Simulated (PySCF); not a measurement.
Isomers of C4H10O2S. Method used: PBE0-D3(BJ)/def2-SVP geometry optimisation, gas phase in PySCF 2.14.0. Energies are electronic, without zero-point or thermal terms, for one conformer each. No frequencies were run at this level. Point groups hold within 0.08 Å.

Question: Rank from lowest to highest electronic energy at this level (kcal/mol).
A. `[CH3:1][CH2:2][S@@:3](=[O:4])[CH2:5][O:6][CH3:7]` with C1–C2–S3–O4 -32°, C2–S3–C5–O6 -53°, S3–C5–O6–C7 -79°
B. `[CH3:1][CH2:2][S:3](=[O:4])(=[O:5])[CH2:6][CH3:7]` with C1–C2–S3–O4 -65°, C2–S3–C6–C7 180°

Answer: B (0.0), A (12.1).

```csv
SMILES,E (Eh),E rel (kcal/mol),dipole (D),point group,"A, B, C (MHz)"
CCS(=O)(=O)CC,-706.19904,0.0,4.30,C2v,"4291, 1474, 1466"
CC[S@@](=O)COC,-706.17980,12.1,2.67,C1,"2718, 1806, 1541"
```
